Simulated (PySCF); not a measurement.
## ISN: bending curve

These are results of PBE0/[S def2-TZVP, N def2-TZVP, I def2-TZVP with ECP28], scalar-relativistic core potentials, density fitting, no spin–orbit coupling, PySCF, not measurements.

Rigid scan from the singlet minimum (S–I 2.549 Å, S–N 1.451 Å; I–S–N 118.4°). Coordinate: the N–S–I angle, bonds fixed. Energies in kJ/mol from the minimum.

Question: Predict the curve at 80, 90, 100, 110, 120, 130, 140, 150, 160, 170, 180.

Answer: 
```json
{"bond angle (°)": "80", "E (kJ/mol)": "149.7", "dipole size (D)": "3.02"}
{"bond angle (°)": "90", "E (kJ/mol)": "74.0", "dipole size (D)": "2.55"}
{"bond angle (°)": "100", "E (kJ/mol)": "28.4", "dipole size (D)": "2.19"}
{"bond angle (°)": "110", "E (kJ/mol)": "5.5", "dipole size (D)": "1.89"}
{"bond angle (°)": "120", "E (kJ/mol)": "0.2", "dipole size (D)": "1.64"}
{"bond angle (°)": "130", "E (kJ/mol)": "8.9", "dipole size (D)": "1.40"}
{"bond angle (°)": "140", "E (kJ/mol)": "28.9", "dipole size (D)": "1.17"}
{"bond angle (°)": "150", "E (kJ/mol)": "57.2", "dipole size (D)": "0.96"}
{"bond angle (°)": "160", "E (kJ/mol)": "89.8", "dipole size (D)": "0.88"}
{"bond angle (°)": "170", "E (kJ/mol)": "119.6", "dipole size (D)": "1.09"}
{"bond angle (°)": "180", "E (kJ/mol)": "133.1", "dipole size (D)": "1.30"}
```

With the bonds held, the linear shape lies 133.1 kJ/mol from the minimum.

Other isomers or separated fragments may lie lower.

The scan took 17 s on 2 threads of a shared Arm Neoverse V2 host; the process peaked at 1 GiB. Launch command: `OMP_NUM_THREADS=2 python axn.py task.json out`.
